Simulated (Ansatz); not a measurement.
System: C₄H₂BrSe, net charge 0, doublet state. SMILES: c1cc([c][se]1)Br

Atoms: Br1, C2, C3, Se4, C5, C6, H7, H8. Bonds: Br1-C2, C2-C3, C2-C6, C3-Se4, Se4-C5, C5-C6, C5-H7, C6-H8.

Bond lengths (Å) and angles (degrees) optimised at B3LYP/LANL2DZ with Ansatz (a quantum-chemistry and plane-wave program); B3LYP/6-31G* with LANL2DZ past Ar with Ansatz; MP2/6-31G* with LANL2DZ past Ar with Ansatz, each started from the B3LYP-D3(BJ)/def2-TZVP structure (Ansatz) of the last column. A row stands for all coordinates that are equal there; 11 of 19 kinds are shown. 6-31G* holds six Cartesian d functions. No wavenumbers were computed at B3LYP/LANL2DZ, MP2/6-31G* with LANL2DZ past Ar, so these may be saddle points.

```
coordinate  B3LYP/LANL2DZ  B3LYP/6-31G* with LANL2DZ past Ar  MP2/6-31G* with LANL2DZ past Ar  B3LYP-D3(BJ)/def2-TZVP
----------  -------------  ---------------------------------  -------------------------------  ----------------------
Br1-C2              1.953                              1.956                            1.926                   1.896
C2-C3               1.360                              1.341                            1.303                   1.340
C2-C6               1.457                              1.445                            1.463                   1.439
C3-Se4              1.910                              1.897                            1.853                   1.857
Se4-C5              1.935                              1.929                            1.891                   1.888
C5-C6               1.374                              1.357                            1.315                   1.355
C5-H7               1.082                              1.082                            1.082                   1.078
C6-H8               1.085                              1.085                            1.085                   1.081
Br1-C2-C3           124.1                              123.5                            125.5                   124.1
Br1-C2-C6           122.2                              122.0                            122.1                   122.5
C3-C2-C6            113.8                              114.5                            112.5                   113.4
```

Mean signed difference of all 8 bond lengths from B3LYP-D3(BJ)/def2-TZVP: B3LYP/LANL2DZ 0.028 Å, B3LYP/6-31G* with LANL2DZ past Ar 0.020 Å, MP2/6-31G* with LANL2DZ past Ar -0.002 Å.
